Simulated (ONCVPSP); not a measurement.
**Ta: one change to an ONCV potential, before and after**

* Element: tantalum
* Generator: ONCVPSP 4.0.1
* Type: optimised norm-conserving Vanderbilt (ONCV)
* Functional: PBE
* Relativity: scalar-relativistic
* Frozen core: [Kr] 4d10 4f14 5s2
* Valence charge: 11
* Reference configuration: 5p6 5d3 6s1.75 6p0.25
* Partial waves: 6s: rc 3.00 bohr, ncon 3, nbas 7, qcut 2.5 1/bohr, 2 projectors, debl 1.5 Ha; 5p+6p: rc 2.55 bohr, ncon 3, nbas 7, qcut 5.1 1/bohr, 2 projectors; 5d: rc 2.50 bohr, ncon 4, nbas 8, qcut 6.1 1/bohr, 1 projector
* Local potential: polynomial inside 2.40 bohr (lpopt 5, dvloc0 1 Ha)
* Core correction: Teter function, fcfact 1.5, rcfact 1.25

Change: p: rc 3.4.

Cutoffs: the cutoffs (Ha) at which the residual kinetic energy of the hardest occupied pseudo-wave falls to 1 and 0.1 mHa per electron; they do not see the model core or the augmentation charge, which bear on the density cutoff. Errors are all-electron minus pseudo energies relative to the spin-unpolarised reference configuration.

Question: What does the change do?

Answer: The potential gets neither clearly harder nor softer (12 Ha and 14 Ha → 12 Ha and 14 Ha); the d channel sets the loose cutoff, while the largest relative change is in p, which becomes softer; of the 4 tests that both files solve, the error grows in 2 and shrinks in 0 by more than 15 % and 0.3 meV (median size 11.0 → 15.8 meV); neither file shows a bound ghost.

```csv
quantity,base,changed
"cutoff, loose",12 Ha,12 Ha
"cutoff, tight",14 Ha,14 Ha
loose cutoff by channel,"s 2.5 Ha, p 9.3 Ha, d 12 Ha","s 2.5 Ha, p 7.9 Ha, d 12 Ha"
bound ghosts,none,none
GHOST(+) flags under 300 eV,s at 49.7 eV,s at 49.7 eV
"error for 5p6 5d3 6s2 6p0, meV [ΔE -1.02 eV]",-0.2,-0.2
"error for 5p6 5d3 6s1 6p0, meV [ΔE 7.45 eV]",-3.9,-5.3
"error for 5p6 5d3 6s0 6p0, meV [ΔE 22.42 eV]",-18,-36
"error for 5p6 5d3 6s0 6p2, meV [ΔE 7.58 eV]",-23,-26
s: phases at 3.05 bohr within 0.05 rad from the reference energy up to (Ha; the scan ends near 5),1.6,1.6
d: phases at 2.55 bohr within 0.05 rad from the reference energy up to (Ha; the scan ends near 5),0.9,0.9
"rms error of d²Exc/dni dnj with the model core, mHa",2.35,2.12
```
